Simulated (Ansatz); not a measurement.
W5⁺. Total charge 1; doublet. Geometry PBE0-D4/def2-SVP.

```xyz
5

W    -0.834   -0.859   -0.939
W    -0.591    1.587   -0.719
W    -0.354    0.719    1.428
W     0.506   -1.414    1.063
W     1.273   -0.033   -0.833
```

In the def2 sets W takes a core potential; there is no spin–orbit coupling. B3LYP takes the VWN-RPA correlation. The structure comes from a short search, and lower isomers may exist.

Estimate the α-spin orbital energies around the gap (eV) in Ansatz with PBE-D4/def2-TZVP, r2SCAN-D4/def2-TZVP, B3LYP-D4/def2-TZVP, PBE0-D4/def2-SVP, PBE0-D4/def2-TZVP.


| orbital | PBE-D4/def2-TZVP | r2SCAN-D4/def2-TZVP | B3LYP-D4/def2-TZVP | PBE0-D4/def2-SVP | PBE0-D4/def2-TZVP |
| --- | --- | --- | --- | --- | --- |
| HOMO−5 | -9.78 | -9.85 | -10.42 | -10.76 | -10.61 |
| HOMO−4 | -9.68 | -9.77 | -10.30 | -10.61 | -10.45 |
| HOMO−3 | -9.10 | -9.13 | -9.73 | -10.01 | -9.87 |
| HOMO−2 | -8.88 | -8.98 | -9.36 | -9.62 | -9.54 |
| HOMO−1 | -8.24 | -8.34 | -8.77 | -8.99 | -8.90 |
| HOMO | -7.48 | -7.55 | -7.96 | -8.17 | -8.07 |
| LUMO | -7.15 | -6.94 | -6.62 | -6.39 | -6.41 |
| LUMO+1 | -7.09 | -6.81 | -6.54 | -6.25 | -6.20 |
| LUMO+2 | -6.74 | -6.59 | -6.10 | -5.89 | -5.91 |
| LUMO+3 | -6.68 | -6.51 | -6.01 | -5.87 | -5.89 |
| LUMO+4 | -6.56 | -6.38 | -5.97 | -5.74 | -5.67 |
| LUMO+5 | -6.46 | -6.17 | -5.86 | -5.53 | -5.54 |
| β HOMO | -8.07 | -8.08 | -8.60 | -8.80 | -8.72 |
| β LUMO | -7.09 | -6.83 | -6.52 | -6.28 | -6.27 |
